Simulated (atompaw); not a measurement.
# An all-electron radial function and its pseudo partner (lutetium)

Columns: radius, all-electron u(r) and pseudo u(r) of the 5p shell (level -32.40 eV) of lutetium in the configuration [Kr] 4d10 4f14 5s2 5p6 5d1 6s1.5 6p0.5; PBE, scalar-relativistic, PAW (atompaw) scheme, atompaw 4.2.0.5.

```tsv
r (bohr)	all-electron	pseudo
0.113	0.2119	0.0293
0.227	0.0847	0.1144
0.340	-0.4187	0.2431
0.454	-0.4439	0.4018
0.567	-0.1421	0.5688
0.681	0.2361	0.7281
0.794	0.5547	0.8607
0.908	0.7802	0.9576
1.021	0.9116	1.0114
1.135	0.9691	1.0239
1.248	0.9714	1.0005
1.362	0.9364	0.9499
1.475	0.8785	0.8831
1.588	0.8079	0.8085
1.702	0.7310	0.7310
1.815	0.6544	0.6544
1.929	0.5798	0.5798
2.042	0.5105	0.5105
2.156	0.4464	0.4464
2.269	0.3889	0.3889
2.383	0.3370	0.3370
2.496	0.2915	0.2915
2.610	0.2512	0.2512
2.723	0.2162	0.2162
2.837	0.1855	0.1855
2.950	0.1592	0.1592
```

Problem. How many radial nodes do the two functions have?

Solution. The all-electron 5p function has n − l − 1 = 3 (the table is too coarse to show those close to the nucleus); the pseudo-wave has 0, since the states of the same l below it are removed with the core.

Problem. At about which radius was the pseudo-wave matched?

Solution. 1.70 bohr, where the columns begin to agree (steps of 0.11 bohr).

Problem. Is the pseudo-wave norm-conserving?

Solution. No, it belongs to a PAW set: the norm inside the radius is not constrained, and the difference is carried by the augmentation charge.
